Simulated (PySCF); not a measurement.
# Correlation energy of Hg(51+) (mercury, charge +51)

Starting occupation: [Ar] 3d10 4s1, 4s1/2 with m_j = +1/2. Calculation: PySCF 2.14, in an uncontracted even-tempered set (16 s from 7.7 bohr⁻², ratio 2.8; 13 p from 10 bohr⁻², ratio 2.8; 8 d from 18 bohr⁻², ratio 2.8; 4 f from 39 bohr⁻², ratio 3); X2C-1e with screened-nucleus spin-orbit coupling, Gaussian nucleus. Frozen: [Ne]; 19 electrons correlated; the 72 highest virtual spinors left out.

MP2 pair energies summed by pair of shells (mhartree):

```
       pair   energy  share (%)
3d3/2-3d5/2  -187.71       25.5
3d5/2-3d5/2  -132.56       18.0
3d5/2-3p3/2   -67.49        9.2
3d3/2-3d3/2   -57.31        7.8
3d3/2-3p3/2   -46.00        6.2
3d5/2-3p1/2   -33.40        4.5
3p1/2-3p3/2   -26.95        3.7
3d5/2-3s1/2   -26.72        3.6
3d5/2-4s1/2   -26.44        3.6
3p3/2-3p3/2   -25.95        3.5
3d3/2-3p1/2   -21.89        3.0
3d3/2-3s1/2   -18.21        2.5
3d3/2-4s1/2   -17.03        2.3
3p3/2-3s1/2   -14.66        2.0
3p3/2-4s1/2    -9.74        1.3
3p1/2-3s1/2    -8.02        1.1
3p1/2-3p1/2    -6.55        0.9
3s1/2-3s1/2    -4.10        0.6
3p1/2-4s1/2    -3.74        0.5
3s1/2-4s1/2    -2.19        0.3
```

Total MP2 correlation energy: -736.65 mhartree.

At this charge the one-electron X2C treatment keeps the bare 1/r₁₂, with no two-electron picture change or Breit term. The effect here is smaller than on the frozen 1s shell.
